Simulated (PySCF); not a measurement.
Compound: Zr(NH2)2Cl2 (singlet state).
Structure used (PBE0-D3(BJ)/def2-SVP), in Å, numbered top down from 1:
```
atom  x, y, z in Å
Zr1   -0.6001    0.1341   -0.1526
N2     0.2157    0.2221    1.6749
H3     0.6111    1.0542    2.1103
H4     0.1743   -0.5228    2.3693
N5     0.8506   -0.4604   -1.4060
H6     1.8205   -0.6898   -1.2060
H7     0.6859   -0.5813   -2.4054
Cl8   -1.3223    2.2808   -0.8374
Cl9   -2.3028   -1.5065   -0.1726
```

Method: PBE0-D3(BJ)/def2-SVP geometry optimisation, gas phase, def2 core potentials past Kr (PySCF).

Task: Which atoms are bound to Zr1, and at what distances?

Result: 4 atoms: N2 2.003 Å, N5 2.007 Å, Cl9 2.365 Å, Cl8 2.366 Å. The nearest atom not counted as bound is H7, at 2.69 Å.

Task: List the angles at Zr1.

Result: 
```
      angle  degrees  distance of the outer atoms (Å)
Cl8–Zr1–Cl9    114.0                             3.97
 N2–Zr1–Cl8    110.4                             3.59
 N2–Zr1–Cl9    109.4                             3.57
 N5–Zr1–Cl9    108.0                             3.54
 N5–Zr1–Cl8    108.0                             3.54
  N2–Zr1–N5    106.8                             3.22
```

Task: What is the shape at Zr1?

Result: Distorted tetrahedral: angles from 106.8° to 114.0°; τ4 = (360° − α − β)/141° = 0.96 with α and β the two widest (0 for a square, 1 for a tetrahedron). Differences among atoms that Cs makes equivalent are scatter left by the optimiser.

Task: What are the other bond lengths?

Result: N2–H3 and 3 like bonds 1.019 Å.

Task: What are the rotational constants (commonest isotopes, rigid rotor)?

Result: A = 2073, B = 1375, C = 1176 MHz: an asymmetric top.

Point group: Cs (every atom within 0.08 Å of its image). Charge 0, singlet. Stationary, but not proved a minimum.
